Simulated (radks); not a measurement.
Polarisability of the zinc ion Zn4+, [Ar] 3d8, at imaginary frequency. All-electron calculation, scalar-relativistic Kohn-Sham, LB94 model potential, spin-polarised, spherical densities, finite nucleus; open shells are filled with parallel spins first; Fermi nuclear charge, rms radius 3.9283 fm. Program: a radial shooting solver on a logarithmic mesh with Libxc functionals. Response by self-consistent Sternheimer equations with the Hartree and adiabatic LDA kernel, the relativistic mass of each level held fixed and spin-orbit coupling left out.

| w (hartree) | alpha1(iw) (bohr^3) |
|---|---|
| 0.00266 | 0.9412 |
| 0.0143 | 0.9412 |
| 0.0360 | 0.9409 |
| 0.0697 | 0.9402 |
| 0.118 | 0.9383 |
| 0.186 | 0.9341 |
| 0.280 | 0.9254 |
| 0.413 | 0.9079 |
| 0.605 | 0.8747 |
| 0.892 | 0.8145 |
| 1.35 | 0.7144 |
| 2.12 | 0.5659 |
| 3.59 | 0.3745 |
| 6.94 | 0.1781 |
| 17.5 | 0.04493 |

Static values: alpha1 = 0.9412 bohr^3 (0.1395 angstrom^3; uncoupled 1.147). C6 = 1.873, triple-dipole C9 = 1.219 atomic units. One-pole (London) frequency 4 C6 / (3 alpha1^2) = 2.819 hartree, against 3.095 for minus the highest occupied eigenvalue.
